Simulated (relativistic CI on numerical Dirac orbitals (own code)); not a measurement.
## One change at a time: Hf12+

Base calculation: Dirac-Coulomb-Breit CI, separate exchange-only KLI orbitals for each configuration, QED by a radiative potential, unscaled Slater integrals.

Configuration list (outside the closed core [Kr]): 4d10.4f12.5s2, 4d10.4f11.5s2.5p, 4d10.4f12.5s.5p, 4d10.4f14, 4d10.4f13.5s, 4d10.4f11.5s.5p2, 4d10.4f13.5p, 4d10.4f12.5s.5d, 4d10.4f13.5d, 4d10.4f11.5s2.6s, 4d10.4f12.5s.5g, 4d10.4f13.6s, 4d9.4f13.5s2, 4d10.4f12.5s.6s. Double excitations out of closed p, d and f shells are left out; levels of such configurations are missing from the list, as are those of other unlisted configurations, and high levels can miss mixing partners.

The lowest level and the first level of each name with at least 55 % of one term (blank where a level has no safe partner in the second run):

```
                Level  Base (cm⁻¹)  Shift (cm⁻¹)
   4d10.4f12.5s2 3H_6          0.0           0.0
4d10.4f11.5s2.5p 5H_7        329.7       -3553.2
   4d10.4f12.5s2 3F_4       8648.0        -325.0
   4d10.4f12.5s2 3H_5      12696.4        +594.5
   4d10.4f12.5s2 3H_4      19381.2        +688.4
   4d10.4f12.5s2 3F_3      22813.1        +352.3
   4d10.4f12.5s2 3F_2      23994.5         -20.8
4d10.4f11.5s2.5p 5P_1      33635.6       -4072.1
4d10.4f11.5s2.5p 3I_7      48837.7       -2912.3
   4d10.4f12.5s2 1I_6      53452.4        +694.8
   4d10.4f12.5s2 3P_0      56620.0        -921.7
4d10.4f11.5s2.5p 3L_7      57357.4       -2490.6
   4d10.4f12.5s2 3P_1      59110.2        +839.4
4d10.4f11.5s2.5p 5H_3      59264.1       -3044.8
```

At this charge transitions that keep the count of f electrons are usually good to a few per cent. Terms inside the open d or f shell come out 10 to 20 % too wide with unscaled integrals. Levels and lines within the n = 5 or 6 shells can be off by up to 10 % or somewhat more, and those that change n by about 2 %, since core polarisation is missing. Levels that differ in their count of f electrons can be misplaced by several ten thousand cm⁻¹, since the correlation energy of f electrons is missing or only estimated; rates across such gaps can be off by orders of magnitude.

(1) One thing was changed in a second run, which moved the levels as shown. Which?
A. Breit term removed
B. QED terms removed
C. configuration mixing switched off
D. one mean potential for all configurations

Results:

(1) A. Breit term removed. The Breit term mainly narrows fine-structure intervals, so removing it widens them.

LS names give the leading component of a level, which can be under half, so a name can repeat, a term be missing and a line seem to break the LS rules.
